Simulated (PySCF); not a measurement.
A structure optimised at B3LYP-D3(BJ)/def2-SVP, used in a PySCF frequency run:

```
C
F 1 1.3513
F 1 1.3513 2 108.77
H 1 1.1045 2 109.66 3 -119.92
C 1 1.5252 4 111.17 3 -120.31
F 5 1.3513 1 108.76 4 59.16
F 5 1.3513 6 108.77 1 118.31
H 5 1.1045 6 109.66 7 119.92
```
Charge 0, spin multiplicity 1.

### Question
Write its SMILES, formula and point group.

### Answer
FC(F)C(F)F, C2H2F4, C2h

### Question
What are its rotational constants (standard atomic weights)?

### Answer
5.1119, 3.1495, 2.0626 GHz
